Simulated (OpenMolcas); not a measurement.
V4+ among 6 point charges of -1.5 e arranged as an octahedron (Oh), 1.76 Å from the ion.

| Property | Result |
| --- | --- |
| Program | OpenMolcas |
| Method | CASSCF |
| Basis | ANO-RCC-VDZP [5s4p2d1f] |
| Scalar Hamiltonian | DKH2, point nucleus |
| Active space | 1 electron in 5 orbitals (3d) |
| State averaging | 2S+1 = 2 even, 5 roots |
| Spin-orbit coupling | state interaction with AMFI integrals over the reference wave functions |

(1) What is the spin-free ground state (labels of O, the rotations of Oh)?

(2) Where is the first state of the same spin?

(3) What are the lowest two levels with spin-orbit coupling?

(4) What is χT at 300 K, and how does it compare with the textbook value?

(5) Which ligand-field parameters describe the states?

Results:

(1) 2T2, 3-fold in its orbital part, 100 % from free-ion D terms; it has the highest spin that d1 allows.

(2) 2E at 5560 cm-1 above the ground state.

(3) A 4-fold level Γ8, then a 2-fold level Γ7 367.6 cm-1 above it. Their leading multiplicities are 2 (100 %) and 2 (100 %).

(4) The lowest level has 2S+1 = 2, for which the spin-only value is χT = S(S+1) / 2 = 0.375 cm3 K/mol (g = 2). The computed 0.367 at 300 K differs by -0.008, through orbital momentum, spin-orbit coupling and any other state in reach. With a threefold ground state the orbital momentum is unquenched, so the spin-only value is not expected to hold.

(5) The gap between the two states is 10Dq = 5563 cm-1. 

An orbital triplet at a regular site is open to Jahn-Teller coupling, which can distort the site and quench the lowest spin-orbit gaps and is left out. This field is weak: 10Dq is about 5563 cm-1, while octahedral complexes of 3d ions of charge 3 and more, computed by the same method with explicit ligands, had a median near 15000 cm-1. Ground spin and moment need not be those of a real site. Point charges carry no covalency, so the field is a model and not that of real ligands. No measured value stands beside these numbers.
